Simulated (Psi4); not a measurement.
C3H7O, charge -1, singlet, geometry from GFN2-xTB (a gas-phase anion, which may not be bound at this level); Psi4 with R2SCAN/STO-3G.

The Psi4 input:
```
memory 2 GB

molecule mol {
-1 1
  O     0.275249   -0.584207   -0.623035
  C     0.094019    0.903338   -0.294032
  C     1.024605   -1.203596    0.342290
  C    -1.279346    1.022850    0.395882
  H    -0.065096    1.311894   -1.335595
  H     1.248775   -2.231603    0.010340
  H     1.982234   -0.682047    0.532920
  H     0.501825   -1.276230    1.317668
  H    -2.141258    0.558954   -0.131568
  H    -1.248100    0.571009    1.396632
  H    -1.516041    2.086133    0.529044
}

set basis sto-3g
set reference rks
set basis_guess true

energy('r2scan')
print_variables()
```

The log (banner, timings and long lists left out):

```
  //>>>>>>>>>>>>>>>>>>>>>>>>>>>>>>>>>>>//
  //       Guess SCF, 3-21G Basis      //
  //<<<<<<<<<<<<<<<<<<<<<<<<<<<<<<<<<<<//

   => Loading Basis Set <=

    Name: 3-21G
    Role: ORBITAL
    Keyword: BASIS

         ---------------------------------------------------------
                           SCF Castup computation
         ---------------------------------------------------------
                                   SCF
               by Justin Turney, Rob Parrish, Andy Simmonett
                          and Daniel G. A. Smith
                              RKS Reference
         ---------------------------------------------------------

  ==> Geometry <==

    Molecular point group: c1
    Full point group: C1

    Geometry (in Angstrom), charge = -1, multiplicity = 1:

       Center              X                  Y                   Z               Mass
    ------------   -----------------  -----------------  -----------------  -----------------
         O            0.254477095522    -0.578576464694    -0.584116574934    15.994914619570
         C            0.073247095522     0.908968535306    -0.255113574934    12.000000000000
         C            1.003833095522    -1.197965464694     0.381208425066    12.000000000000
         C           -1.300117904478     1.028480535306     0.434800425066    12.000000000000
         H           -0.085867904478     1.317524535306    -1.296676574934     1.007825032230
         H            1.228003095522    -2.225972464694     0.049258425066     1.007825032230
         H            1.961462095522    -0.676416464694     0.571838425066     1.007825032230
         H            0.481053095522    -1.270599464694     1.356586425066     1.007825032230
         H           -2.162029904478     0.564584535306    -0.092649574934     1.007825032230
         H           -1.268871904478     0.576639535306     1.435550425066     1.007825032230
         H           -1.536812904478     2.091763535306     0.567962425066     1.007825032230

  Running in c1 symmetry.

  Rotational constants: A =      0.61598  B =      0.16020  C =      0.14748 [cm^-1]
  Rotational constants: A =  18466.61884  B =   4802.53046  C =   4421.34516 [MHz]
  Nuclear repulsion =  123.844098801068156

  Charge       = -1
  Multiplicity = 1
  Electrons    = 34
  Nalpha       = 17
  Nbeta        = 17

  ==> Algorithm <==

  SCF Algorithm Type is DF.
  DIIS enabled.
  MOM disabled.
  Fractional occupation disabled.
  Guess Type is SAD.
  Energy threshold   = 1.00e-06
  Density threshold  = 1.00e-06
  Integral threshold = 1.00e-12

  ==> Primary Basis <==

  Basis Set: 3-21G
    Blend: 3-21G
    Number of shells: 34
    Number of basis functions: 50
    Number of Cartesian functions: 50
    Spherical Harmonics?: false
    Max angular momentum: 1

  ==> DFT Potential <==

   => LibXC <=

    Version 7.1.2
    S. Lehtola, C. Steigemann, M. J. T. Oliveira, and M. A. L. Marques,  SoftwareX 7, 1–5 (2018) (10.1016/j.softx.2017.11.002)

   => Composite Functional: R2SCAN <=

    r2SCAN Meta-GGA XC Functional  (0.1021/acs.jpclett.0c02405)
    J. W. Furness, A. D. Kaplan, J. Ning, J. P. Perdew, J. Sun  J. Phys. Chem. Lett.  11, 8208–8215, 2020

    Deriv               =              1
    GGA                 =           TRUE
    Meta                =           TRUE

    Exchange Hybrid     =          FALSE
    MP2 Hybrid          =          FALSE

   => Exchange Functionals <=

    1.0000   XC_MGGA_X_R2SCAN

   => Correlation Functionals <=

    1.0000   XC_MGGA_C_R2SCAN

   => LibXC Density Thresholds  <==

    XC_MGGA_C_R2SCAN:  1.00E-15
    XC_MGGA_X_R2SCAN:  1.00E-11

   => Molecular Quadrature <=

    Radial Scheme          =       TREUTLER
    Pruning Scheme         =           NONE
    Nuclear Scheme         =       TREUTLER

    Blocking Scheme        =         OCTREE
    BS radius alpha        =              1
    Pruning alpha          =              1
    Radial Points          =             75
[...]
  @DF-RKS Final Energy:  -192.45209774451700
    Total Energy =                       -192.4520977445170047
[...]

    Name: (STO-3G AUX)
    Role: JKFIT
    Keyword: DF_BASIS_SCF

  Computing basis projection from 3-21G to STO-3G

  ==> Integral Setup <==

  SCF_SUBTYPE=INCORE selected. In-core MEM_DF algorithm will be used.
  Using in-core AOs.

  ==> MemDFJK: Density-Fitted J/K Matrices <==

    J tasked:                   Yes
    K tasked:                    No
    wK tasked:                   No
    Algorithm:                 Core
    Schwarz Cutoff:           1E-12
    Mask sparsity (%):       0.8230
    Fitting Condition:        1E-10

   => Auxiliary Basis Set <=

  Basis Set: (STO-3G AUX)
    Blend: DEF2-UNIVERSAL-JKFIT
    Number of shells: 142
    Number of basis functions: 428
    Number of Cartesian functions: 500
    Spherical Harmonics?: true
    Max angular momentum: 4

  Minimum eigenvalue in the overlap matrix is 2.2486625484E-01.
  Reciprocal condition number of the overlap matrix is 9.6062002176E-02.
    Using symmetric orthogonalization.

  ==> Pre-Iterations <==

  SCF Guess: Orbitals guess was supplied from a previous computation.

   -------------------------
    Irrep   Nso     Nmo
   -------------------------
     A         27      27
   -------------------------
    Total      27      27
   -------------------------

  ==> Iterations <==

                           Total Energy        Delta E     RMS |[F,P]|

   @DF-RKS iter   0:  -190.93651131379173   -1.90937e+02   4.69843e-03
   @DF-RKS iter   1:  -190.94323863473716   -6.72732e-03   4.43089e-03 ADIIS/DIIS
   @DF-RKS iter   2:  -190.93805448661382    5.18415e-03   5.49542e-03 ADIIS/DIIS
   @DF-RKS iter   3:  -190.95236767761509   -1.43132e-02   4.12283e-04 ADIIS/DIIS
   @DF-RKS iter   4:  -190.95245595516599   -8.82776e-05   5.32117e-05 DIIS
   @DF-RKS iter   5:  -190.95245727266914   -1.31750e-06   1.93686e-05 DIIS
   @DF-RKS iter   6:  -190.95245745235636   -1.79687e-07   2.28237e-06 DIIS
   @DF-RKS iter   7:  -190.95245745545066   -3.09430e-09   3.10736e-07 DIIS
  Energy and wave function converged.

  ==> Post-Iterations <==

   Electrons on quadrature grid:
      Ntotal   =   33.9999775900 ; deviation = -2.241e-05

    Orbital Energies [Eh]
    ---------------------

    Doubly Occupied:

[...]
    Virtual:

[...]
      27A      0.798159

    Final Occupation by Irrep:
              A
    DOCC [    17 ]
    NA   [    17 ]
    NB   [    17 ]

  @DF-RKS Final Energy:  -190.95245745545066

   => Energetics <=

    Nuclear Repulsion Energy =            123.8440988010681565
    One-Electron Energy =                -514.5504474551229350
    Two-Electron Energy =                 227.6741515092899704
    DFT Exchange-Correlation Energy =     -27.9202603106858724
    Empirical Dispersion Energy =           0.0000000000000000
    VV10 Nonlocal Energy =                  0.0000000000000000
    Total Energy =                       -190.9524574554506557

Computation Completed

Properties will be evaluated at   0.000000,   0.000000,   0.000000 [a0]

Properties computed using the SCF density matrix

 Multipole Moments:

 ------------------------------------------------------------------------------------
     Multipole            Electronic (a.u.)      Nuclear  (a.u.)        Total (a.u.)
 ------------------------------------------------------------------------------------

 L = 1.  Multiply by 2.5417464519 to convert [e a0] to [Debye]
 Dipole X            :          1.1886816           -1.2953578           -0.1066763
 Dipole Y            :         -1.3266408            0.3511369           -0.9755039
 Dipole Z            :         -2.0923696            2.4269923            0.3346227
 Magnitude           :                                                    1.0368028

 ------------------------------------------------------------------------------------

  Variable Map:
  ----------------------------------------------------------------------------
[...]
  Array Variable Map:
  ----------------------------------------------------------------------------
[...]
[...]
```
